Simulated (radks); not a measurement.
Q: These are the eigenvalues of the occupied orbitals of an atom or ion with whole-number occupations (hartree). Method: Dirac Kohn-Sham, PBE, spin-unpolarised, spherical densities, point nucleus; computed with a radial shooting solver on a logarithmic mesh with Libxc functionals.

1s1/2: -1021.132
2s1/2: -154.3945
2p1/2: -144.1001
2p3/2: -136.3503
3s1/2: -30.76227
3p1/2: -26.60913
3p3/2: -25.20879
3d3/2: -17.86669
3d5/2: -17.57975
4s1/2: -6.16474
4p1/2: -4.80035
4p3/2: -4.55143
4d3/2: -2.41311
4d5/2: -2.37822

Which element is it, and in what charge state? The configuration may be excited. Open shells, if any, are shared by 2j + 1.

A: Z = 49, indium, charge +4: In4+ in [Kr] 4d9. The list shows which subshells hold electrons but not how many an open one holds; the 1s level, -1021.1 hartree, gives Z - s = 45.2 by -(Z - s)^2/2, which with screening and relativity narrows Z to a few neighbours, and the depths of the outer levels then fix element, charge and occupations together.
